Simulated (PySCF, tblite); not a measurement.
Isomers of C6H15OP, one GFN2-xTB conformer each. Single-point energies are computed at PBE0/pcSseg-1 (PySCF, gas phase, no added dispersion term), electronic only.

```tsv
SMILES	GFN2-xTB relative energy (kJ/mol)
CCCCP(C)(C)=O	13.4
CCP(=O)(CC)CC	17.8
CCCPCCOC	208.9
CCC(C)(C)[P@@H](C)=O	0.0
```

Conformers: `[CH3:1][CH2:2][CH2:3][CH2:4][P:5]([CH3:6])([CH3:7])=[O:8]` with C1–C2–C3–C4 -179°, C2–C3–C4–P5 174°, C3–C4–P5–C6 -176°; `[CH3:1][CH2:2][P:3](=[O:4])([CH2:5][CH3:6])[CH2:7][CH3:8]` with C1–C2–P3–O4 -56°, C2–P3–C5–C6 -177°, C2–P3–C7–C8 56°; `[CH3:1][CH2:2][CH2:3][PH:4][CH2:5][CH2:6][O:7][CH3:8]` with C1–C2–C3–P4 64°, C2–C3–P4–C5 166°, C3–P4–C5–C6 72°, P4–C5–C6–O7 25°, C5–C6–O7–C8 78°; `[CH3:1][CH2:2][C:3]([CH3:4])([CH3:5])[P@@H:6]([CH3:7])=[O:8]` with C1–C2–C3–C4 -174°, C2–C3–P6–C7 -172°.

Task: What does PBE0/pcSseg-1 give for the same structures?

Result: 
```csv
SMILES,PBE0/pcSseg-1 E (Eh),PBE0/pcSseg-1 (kJ/mol),GFN2-xTB (kJ/mol),point group
CCCCP(C)(C)=O,-653.73305,0.0,13.4,C1
CCP(=O)(CC)CC,-653.72807,13.1,17.8,near Cs
CCC(C)(C)[P@@H](C)=O,-653.71462,48.4,0.0,C1
CCCPCCOC,-653.66198,186.6,208.9,C1
```

GFN2-xTB puts CCC(C)(C)[P@@H](C)=O lowest instead; measured from each level's own lowest isomer, the values differ by up to 48.4 kJ/mol (CCC(C)(C)[P@@H](C)=O: 0.0 against 48.4). As drawn, the lowest has a P=O bond, which the highest lacks.

Task: Which frontier levels, dipoles and rotational constants go with these structures?

Result: 
| SMILES | HOMO (eV, PBE0/pcSseg-1) | LUMO (eV) | dipole (D) | A, B, C (MHz) |
| --- | --- | --- | --- | --- |
| CCCCP(C)(C)=O | -7.39 | 0.98 | 3.95 | 3299, 742.6, 728.1 |
| CCP(=O)(CC)CC | -7.27 | 0.88 | 3.97 | 2011, 1347, 1062 |
| CCC(C)(C)[P@@H](C)=O | -7.42 | 1.08 | 3.84 | 2096, 1448, 1178 |
| CCCPCCOC | -6.49 | 1.08 | 1.53 | 2707, 940.4, 841.6 |

Task: What happens when harmonic zero-point energies from GFN2-xTB frequencies are added?

Result: 
```
              SMILES  ZPE (kJ/mol)  electronic (kJ/mol)  with ZPE (kJ/mol)
       CCCCP(C)(C)=O         522.1                  0.0                0.0
       CCP(=O)(CC)CC         524.2                 13.1               15.2
CCC(C)(C)[P@@H](C)=O         521.8                 48.4               48.1
            CCCPCCOC         521.6                186.6              186.1
```

The zero-point energies span 2.6 kJ/mol. The order is unchanged.

Task: As an exercise, what shares would exp(−E/RT) give at 500 K from these electronic energies alone (no entropy, no degeneracies)?

Result: RT = 4.157 kJ/mol: CCCCP(C)(C)=O 95.9 %, CCP(=O)(CC)CC 4.1 %, CCC(C)(C)[P@@H](C)=O under 0.1 %, CCCPCCOC under 0.1 %.
